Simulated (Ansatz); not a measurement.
One change: `C[SiH](Cl)N[SiH2]Cl` becomes `C[SiH](N)Cl`.

Ansatz, PBE0-D4/def2-TZVP geometries, multiplicity 1. Each molecule was computed in one conformer, which needn't be the lowest.

```tsv
property	`C[SiH](Cl)N[SiH2]Cl`
HOMO energy (PBE/def2-TZVPP) / eV	-6.92
HOMO energy (B3LYP/def2-TZVPP) / eV	-8.03
LUMO energy (ωB97M-V/def2-TZVPP) / eV	1.79
LUMO energy (PBE/def2-TZVPP) / eV	-0.67
size of the dipole moment (ωB97M-V/def2-TZVPP) / D	0.60
LUMO energy (PBE0/def2-TZVPP) / eV	0.19
```

(1) Give the same properties after the change, and the shifts. (Estimate.)

## Answers

(1) Computed: 
```tsv
property	`C[SiH](N)Cl`	shift
HOMO energy (PBE/def2-TZVPP) / eV	-6.39	0.53
HOMO energy (B3LYP/def2-TZVPP) / eV	-7.58	0.45
LUMO energy (ωB97M-V/def2-TZVPP) / eV	2.19	0.40
LUMO energy (PBE/def2-TZVPP) / eV	-0.07	0.60
size of the dipole moment (ωB97M-V/def2-TZVPP) / D	1.97	1.37
LUMO energy (PBE0/def2-TZVPP) / eV	0.76	0.57
```

With PBE0 the HOMO rises by 0.45 eV and the LUMO rises by 0.57 eV, so the gap widens by about 0.12 eV. PBE moves the HOMO by 0.53 eV and ωB97M-V by 0.38 eV. Dipoles are sizes alone; their direction can turn.

B3LYP here is the variant with VWN-RPA as its local correlation; programs differ in this.
